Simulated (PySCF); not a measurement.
# How methods differ on the excitation energy of Nb⁺

Nb⁺ [Kr] 4d4 (5D) → Nb⁺ [Kr] 4d3 5s1, s spin flipped, as a difference of total energies. Calculation: PySCF 2.14, in x2c-TZVPPall (8s6p6d2f1g, 79 functions); the spin-free X2C one-electron Hamiltonian (Gaussian nucleus). Correlated levels: valence: [Kr] frozen; valence and next inner shell: [Ar] 3d10 frozen. The calculations carry no spin-orbit coupling.

```
                                method  excitation energy (cm⁻¹)
                                   UHF                    9280.0
                                   LDA                     11328
                                   PBE                     12217
                                  PBE0                     11997
                                   M06                    5776.6
                                  BLYP                    7738.6
                                 wB97X                    6555.8
                               wB97M-V                    9228.6
                         MP2 (valence)                    8859.4
                     SCS-MP2 (valence)                    5038.5
    MP2 (valence and next inner shell)                    9777.4
SCS-MP2 (valence and next inner shell)                    6904.8
```

How much does correlation contribute at MP2 (valence and next inner shell)?

9777.4 − (9280.0) = 497.4 cm⁻¹, measured against UHF.

The upper determinant mixes two multiplicities, so it lies between the two terms.

The basis was made for the ground configuration and has no added diffuse functions, so the excitation energy can come out too high.
